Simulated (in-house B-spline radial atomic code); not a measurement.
Configurations of Eu⁺, with energies counted from [Xe] (4f5/2)6 (4f7/2)1 6s1. All numbers are computed (Dirac-Hartree-Fock, average of each configuration as written; Fermi nucleus of rms radius 5.1115 fm) with a B-spline radial code for spherical atoms, not measured. Energies include first-order Breit, QED and recoil terms.

Occupations are held fixed; configurations that lie above the ionisation limit could autoionise.

```
                                                 configuration  E - E(ref) (eV)  highest orbital  its <r> (bohr)
                                    [Xe] (4f5/2)4 (4f7/2)3 6s1           3.9791            6s1/2           4.088
                                    [Xe] (4f7/2)6 (5g7/2)1 6s1           13.806            5g7/2           13.71
                                   [Xe] (4f7/2)6 6s1 (10p3/2)1            14.76           10p3/2           32.97
                                    [Xe] (4f7/2)6 6s1 (9g9/2)1           15.312            9g9/2           55.64
                           [Xe] (4f5/2)3 (4f7/2)3 6s1 (8g9/2)1           16.006            8g9/2           42.91
         [Kr] 4d10 (4f5/2)6 (4f7/2)2 5s2 (5p1/2)2 (5p3/2)3 6s1           25.345            6s1/2           4.128
[Kr] (4d3/2)3 (4d5/2)6 (4f5/2)5 (4f7/2)2 5s2 5p6 6s1 (10g9/2)1           160.81           10g9/2           69.88
```

Problem. Order these further configurations by energy, lowest first.
A. [Xe] (4f5/2)6 (4f7/2)2
B. [Xe] (4f5/2)3 (4f7/2)4 6s1
C. [Xe] (4f5/2)5 (4f7/2)2 (6p3/2)1
D. [Xe] (4f5/2)6 (4f7/2)1 7s1
E. [Kr] (4d3/2)4 (4d5/2)5 (4f5/2)5 (4f7/2)2 5s2 5p6 6s1 (8p3/2)1

Solution. B (4.8676 eV), C (5.2847 eV), D (5.4598 eV), A (7.9695 eV), E (147.79 eV).

Problem. How far above the reference does [Xe] (4f7/2)7 6s1 lie?

Solution. 3.1085 eV; its least bound orbital is 6s1/2 with <r> = 4.09 bohr.

Problem. How far above the reference does [Xe] (4f5/2)6 6s2 lie?

Solution. -0.85923 eV; its least bound orbital is 6s1/2 with <r> = 3.763 bohr.

Problem. Is the reference the lowest configuration at this level of theory?

Solution. No: [Xe] (4f5/2)6 6s2 lies 0.8592 eV lower. Averages of configurations without correlation can order differently from the measured ground levels.
